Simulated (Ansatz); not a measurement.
```xyz
4

Li    1.1931    0.0000    0.0000
Li   -1.1931    0.0000    0.0000
F     0.0000    1.3959    0.0000
F     0.0000   -1.3959    0.0000
```

Basis set: 6-31G* (spherical functions). Left uncorrelated: 2 orbitals. Charge 0, multiplicity 1.

Computed with Ansatz (development build ahead of 0.2.0); each method stands on the lowest determinant of its kind that the runs found. Restricted open shells among the atoms or ions are ROHF, correlated in semicanonical orbitals with singles.

The atomization energy at this shape (free ground-state atoms in the same class of orbitals less the molecule, no zero-point energy) of singlet Li2F2:

```json
{"method": "RHF", "atomization energy": "1019.0 kJ/mol"}
```

Task: What does RHF-MP2 give?

Result: 1376.9 kJ/mol. Caution: the shape is not the minimum.
